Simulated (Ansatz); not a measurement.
A short molecular-dynamics run on CH$_{4}$OSSi (`OC1[SiH2]S1`).

```yaml
crystal:
  periodic: [false, false, false]
  atoms:
    - {symbol: O, position_ang: [0.141277, 1.542923, -0.612543]}
    - {symbol: C, position_ang: [-0.385984, 0.492382, 0.110254]}
    - {symbol: Si, position_ang: [0.614149, -1.052949, 0.280936]}
    - {symbol: S, position_ang: [-1.123235, -0.947188, -0.872641]}
    - {symbol: H, position_ang: [-0.578060, 2.051703, -1.000510]}
    - {symbol: H, position_ang: [-1.082024, 0.782949, 0.896279]}
    - {symbol: H, position_ang: [1.923433, -1.104344, -0.402519]}
    - {symbol: H, position_ang: [0.582443, -1.822676, 1.545045]}
basis:
  gaussian: {orbitals: "6-31G*"}
hamiltonian: {xc: {name: BLYP}, dispersion: d3bjatm}
md: {timestep: 2 fs, n_steps: 20, ensemble: nvt_nose_hoover, temperature: 1000, initial_velocities: maxwell_boltzmann, seed: 32}
```

```sh
$ ansatz run in.yaml --threads 2 --pin off --events-out ev --progress --plain --max-ram 4352MiB
```

| step | time (fs) | potential energy (eV) | kinetic (eV) | T (K) | conserved (eV) |
| --- | --- | --- | --- | --- | --- |
| 0 | 0.0 | -21859.5866 | 0.7756 | 1000 | -21858.8110 |
| 1 | 2.0 | -21859.3244 | 0.6012 | 775 | -21858.7232 |
| 2 | 4.0 | -21859.2113 | 0.4794 | 618 | -21858.7319 |
| 3 | 6.0 | -21859.1581 | 0.4163 | 537 | -21858.7421 |
| 4 | 8.0 | -21859.0426 | 0.3074 | 396 | -21858.7358 |
| 5 | 10.0 | -21859.0148 | 0.2856 | 368 | -21858.7302 |
| 6 | 12.0 | -21859.1579 | 0.3866 | 498 | -21858.7730 |
| 7 | 14.0 | -21859.0353 | 0.3140 | 405 | -21858.7238 |
| 8 | 16.0 | -21859.2735 | 0.5095 | 657 | -21858.7676 |
| 9 | 18.0 | -21859.2203 | 0.4544 | 586 | -21858.7709 |
| 10 | 20.0 | -21859.1589 | 0.4052 | 522 | -21858.7602 |
| 11 | 22.0 | -21859.2175 | 0.4580 | 591 | -21858.7676 |
| 12 | 24.0 | -21859.0211 | 0.3009 | 388 | -21858.7299 |
| 13 | 26.0 | -21859.0929 | 0.3387 | 437 | -21858.7653 |
| 14 | 28.0 | -21859.0967 | 0.3583 | 462 | -21858.7513 |
| 15 | 30.0 | -21858.9945 | 0.3135 | 404 | -21858.6958 |
| 16 | 32.0 | -21859.1020 | 0.3734 | 481 | -21858.7455 |
| 17 | 34.0 | -21859.0980 | 0.3828 | 494 | -21858.7345 |
| 18 | 36.0 | -21859.0412 | 0.3771 | 486 | -21858.6860 |
| 19 | 38.0 | -21859.3888 | 0.6152 | 793 | -21858.7992 |
| 20 | 40.0 | -21859.1497 | 0.4868 | 628 | -21858.6927 |

Velocities are drawn at the set temperature; a run this short doesn't reach equilibrium.

Frames (Å, forces in eV/Å):

```xyz
8
time=0.0 fs
O     0.141    1.543   -0.613    1.173    0.179   -0.005
C    -0.386    0.492    0.110   -0.120    0.287    0.486
Si    0.614   -1.053    0.281    0.680   -0.271    0.300
S    -1.123   -0.947   -0.873   -0.960   -0.666   -0.806
H    -0.578    2.052   -1.001   -0.743    0.478   -0.376
H    -1.082    0.783    0.896   -0.234    0.119    0.290
H     1.923   -1.104   -0.403    0.191   -0.011   -0.071
H     0.582   -1.823    1.545    0.013   -0.115    0.182
8
time=2.0 fs
O     0.147    1.530   -0.614    2.372   -1.066    1.051
C    -0.370    0.462    0.106   -2.012    1.640    2.205
Si    0.611   -1.038    0.287    1.703   -1.014   -0.078
S    -1.128   -0.942   -0.878   -0.904   -0.874   -0.807
H    -0.584    1.992   -0.944   -2.314    1.733   -1.265
H    -1.144    0.739    0.975    1.501   -0.227   -1.545
H     1.924   -1.066   -0.475   -0.358   -0.067    0.361
H     0.620   -1.772    1.577    0.012   -0.125    0.078
8
time=4.0 fs
O     0.159    1.514   -0.613   -1.515    1.051   -0.261
C    -0.361    0.437    0.108   -2.528    2.433    2.222
Si    0.610   -1.025    0.293    2.382   -1.788   -0.236
S    -1.135   -0.937   -0.885   -0.815   -1.055   -0.720
H    -0.678    1.998   -0.936    1.359   -0.360    0.182
H    -1.148    0.687    0.994    1.690   -0.055   -1.705
H     1.910   -1.031   -0.534   -0.579   -0.130    0.634
H     0.659   -1.726    1.612    0.005   -0.095   -0.115
8
time=6.0 fs
O     0.167    1.500   -0.612   -2.678    1.517   -0.401
C    -0.360    0.420    0.118   -1.658    2.569    0.854
Si    0.613   -1.014    0.298    2.537   -2.340   -0.235
S    -1.142   -0.934   -0.893   -0.686   -1.178   -0.552
H    -0.720    1.990   -0.921    2.382   -0.789    0.423
H    -1.087    0.633    0.947    0.530    0.491   -0.461
H     1.874   -1.001   -0.569   -0.410   -0.182    0.647
H     0.698   -1.683    1.642   -0.017   -0.088   -0.276
8
time=8.0 fs
O     0.168    1.490   -0.613   -1.180    0.611    0.282
C    -0.365    0.411    0.130    1.176    1.769   -2.568
Si    0.619   -1.006    0.304    2.085   -2.519   -0.097
S    -1.150   -0.932   -0.901   -0.519   -1.188   -0.284
H    -0.671    1.953   -0.889    0.793    0.196   -0.202
H    -1.006    0.598    0.883   -2.430    1.479    2.821
H     1.823   -0.977   -0.579    0.120   -0.209    0.366
H     0.736   -1.644    1.662   -0.045   -0.139   -0.318
8
time=10.0 fs
O     0.167    1.482   -0.612    2.632   -1.543    1.562
C    -0.365    0.407    0.135   -0.138    2.114   -1.216
Si    0.627   -1.001    0.309    1.246   -2.435    0.131
S    -1.158   -0.932   -0.910   -0.304   -1.088    0.022
H    -0.592    1.923   -0.866   -2.999    2.387   -1.482
H    -1.018    0.619    0.928   -1.188    1.012    1.306
H     1.776   -0.962   -0.575    0.813   -0.216   -0.105
H     0.772   -1.610    1.670   -0.062   -0.230   -0.219
8
time=12.0 fs
O     0.172    1.470   -0.608   -0.706    0.843    0.156
C    -0.366    0.411    0.135   -2.327    2.704    1.278
Si    0.638   -1.000    0.314    0.552   -2.073    0.055
S    -1.167   -0.933   -0.919   -0.074   -0.942    0.351
H    -0.627    1.984   -0.899    0.545    0.032   -0.123
H    -1.076    0.679    1.022    0.954   -0.015   -1.352
H     1.760   -0.954   -0.575    1.119   -0.211   -0.342
H     0.806   -1.585    1.669   -0.063   -0.339   -0.025
8
time=14.0 fs
O     0.175    1.460   -0.604   -1.973    2.250   -0.698
C    -0.374    0.423    0.139   -2.566    2.382    1.813
Si    0.649   -1.002    0.319    0.351   -1.452   -0.561
S    -1.177   -0.935   -0.927    0.162   -0.788    0.683
H    -0.641    2.046   -0.937    2.033   -1.300    0.650
H    -1.097    0.738    1.064    1.367   -0.478   -1.979
H     1.787   -0.955   -0.588    0.697   -0.198   -0.043
H     0.838   -1.573    1.667   -0.070   -0.416    0.134
8
time=16.0 fs
O     0.174    1.456   -0.601   -0.876    2.016   -0.685
C    -0.391    0.443    0.149   -1.522    1.333    1.148
Si    0.661   -1.006    0.324    0.300   -0.759   -1.207
S    -1.185   -0.938   -0.934    0.385   -0.653    0.978
H    -0.578    2.059   -0.950    1.143   -0.930    0.485
H    -1.066    0.779    1.031    0.674   -0.429   -1.277
H     1.841   -0.964   -0.603    0.002   -0.164    0.435
H     0.866   -1.577    1.671   -0.108   -0.415    0.123
8
time=18.0 fs
O     0.170    1.456   -0.600    2.453   -0.485    0.656
C    -0.413    0.467    0.163    1.181   -0.578   -1.628
Si    0.673   -1.011    0.327    0.042   -0.174   -1.413
S    -1.194   -0.942   -0.940    0.595   -0.505    1.232
H    -0.471    2.036   -0.945   -2.033    1.626   -0.973
H    -1.009    0.804    0.949   -1.595    0.548    1.496
H     1.895   -0.978   -0.601   -0.466   -0.102    0.694
H     0.891   -1.597    1.679   -0.176   -0.329   -0.065
8
time=20.0 fs
O     0.173    1.455   -0.597    1.847    0.287    0.109
C    -0.431    0.489    0.172    2.218   -1.567   -2.585
Si    0.686   -1.016    0.328   -0.444    0.200   -1.194
S    -1.202   -0.947   -0.945    0.785   -0.367    1.407
H    -0.441    2.075   -0.976   -1.267    0.815   -0.477
H    -1.013    0.850    0.924   -2.330    0.858    2.395
H     1.931   -0.997   -0.573   -0.558   -0.031    0.635
H     0.910   -1.630    1.685   -0.251   -0.195   -0.289
8
time=22.0 fs
O     0.180    1.455   -0.594   -0.185    2.473   -1.242
C    -0.441    0.507    0.172   -0.150   -0.368    0.438
Si    0.697   -1.021    0.327   -1.147    0.405   -0.757
S    -1.209   -0.952   -0.948    0.968   -0.244    1.486
H    -0.460    2.146   -1.026    0.813   -1.480    0.934
H    -1.106    0.928    0.990    0.284   -0.754   -0.746
H     1.946   -1.017   -0.520   -0.270    0.039    0.291
H     0.918   -1.670    1.680   -0.314   -0.071   -0.404
8
time=24.0 fs
O     0.186    1.461   -0.594   -0.479    2.459   -1.162
C    -0.453    0.523    0.174   -0.826   -0.117    1.296
Si    0.707   -1.025    0.326   -2.056    0.604   -0.306
S    -1.214   -0.957   -0.950    1.138   -0.106    1.520
H    -0.448    2.160   -1.041    0.926   -1.625    1.023
H    -1.188    0.978    1.028    1.368   -1.303   -1.818
H     1.951   -1.035   -0.456    0.281    0.110   -0.205
H     0.915   -1.712    1.659   -0.353   -0.023   -0.348
8
time=26.0 fs
O     0.191    1.472   -0.597    0.900    0.335    0.292
C    -0.467    0.539    0.180   -0.261   -0.550    0.834
Si    0.715   -1.028    0.324   -2.765    0.837   -0.145
S    -1.219   -0.963   -0.949    1.289    0.022    1.512
H    -0.400    2.112   -1.016   -0.771    0.336   -0.249
H    -1.219    0.979    0.997    1.313   -1.096   -1.561
H     1.966   -1.049   -0.399    0.658    0.179   -0.535
H     0.898   -1.756    1.625   -0.363   -0.063   -0.148
8
time=28.0 fs
O     0.199    1.485   -0.599    2.136   -1.616    1.721
C    -0.482    0.553    0.189    1.862   -1.733   -1.217
Si    0.718   -1.031    0.321   -2.777    1.032   -0.431
S    -1.221   -0.968   -0.947    1.414    0.109    1.471
H    -0.382    2.076   -1.001   -2.350    2.108   -1.477
H    -1.199    0.937    0.906   -0.340   -0.009    0.301
H     2.007   -1.057   -0.363    0.398    0.241   -0.446
H     0.867   -1.802    1.585   -0.344   -0.133    0.077
8
time=30.0 fs
O     0.211    1.494   -0.597   -1.208    1.116   -0.066
C    -0.490    0.561    0.194    4.645   -3.007   -3.736
Si    0.718   -1.032    0.318   -2.283    1.069   -0.809
S    -1.222   -0.973   -0.943    1.501    0.142    1.375
H    -0.454    2.122   -1.042    0.738   -0.805    0.508
H    -1.191    0.894    0.825   -2.846    1.340    2.691
H     2.063   -1.055   -0.344   -0.252    0.273   -0.130
H     0.823   -1.854    1.548   -0.296   -0.126    0.167
8
time=32.0 fs
O     0.221    1.505   -0.595   -2.408    1.658   -0.504
C    -0.484    0.560    0.187    1.553   -1.478   -1.091
Si    0.715   -1.031    0.314   -1.781    0.873   -0.892
S    -1.222   -0.978   -0.937    1.570    0.168    1.189
H    -0.498    2.136   -1.064    1.750   -1.531    1.052
H    -1.293    0.903    0.848    0.300    0.032    0.071
H     2.109   -1.042   -0.330   -0.760    0.256    0.112
H     0.767   -1.910    1.517   -0.224    0.022    0.064
8
time=34.0 fs
O     0.225    1.520   -0.595   -1.534    0.474    0.250
C    -0.473    0.554    0.176   -0.365   -0.612    0.337
Si    0.709   -1.029    0.309   -1.581    0.573   -0.668
S    -1.219   -0.983   -0.930    1.586    0.220    0.963
H    -0.474    2.092   -1.046    0.743   -0.506    0.308
H    -1.384    0.913    0.874    2.173   -0.605   -1.242
H     2.126   -1.020   -0.312   -0.904    0.209    0.177
H     0.703   -1.966    1.489   -0.119    0.246   -0.125
8
time=36.0 fs
O     0.225    1.537   -0.594    1.732   -2.375    2.444
C    -0.463    0.547    0.166   -0.603   -0.361    0.484
Si    0.701   -1.027    0.303   -1.732    0.301   -0.328
S    -1.215   -0.988   -0.921    1.534    0.262    0.708
H    -0.423    2.028   -1.015   -2.594    2.182   -1.935
H    -1.392    0.900    0.852    2.298   -0.587   -1.207
H     2.109   -0.990   -0.287   -0.649    0.155    0.070
H     0.633   -2.013    1.455    0.014    0.423   -0.236
8
time=38.0 fs
O     0.230    1.548   -0.586   -0.753   -0.502    0.601
C    -0.455    0.538    0.158    0.719   -0.608   -0.546
Si    0.690   -1.024    0.296   -2.139    0.121   -0.023
S    -1.208   -0.992   -0.912    1.384    0.253    0.434
H    -0.470    2.048   -1.059    0.012    0.175   -0.189
H    -1.312    0.865    0.784    0.654   -0.003    0.071
H     2.067   -0.954   -0.258   -0.034    0.107   -0.171
H     0.564   -2.043    1.413    0.156    0.456   -0.178
8
time=40.0 fs
O     0.232    1.558   -0.578   -2.299    0.650   -0.837
C    -0.445    0.527    0.148    3.926   -1.561   -3.026
Si    0.677   -1.021    0.289   -2.408    0.019    0.130
S    -1.200   -0.996   -0.902    1.149    0.259    0.146
H    -0.517    2.075   -1.111    1.746   -1.095    1.132
H    -1.206    0.829    0.718   -3.009    1.338    2.808
H     2.024   -0.913   -0.237    0.624    0.068   -0.406
H     0.501   -2.057    1.363    0.271    0.323    0.052
```

Hardware: 2 threads of an Arm Neoverse V1 on a shared host. Wall time 28 s, peak host memory 0.38 GiB.
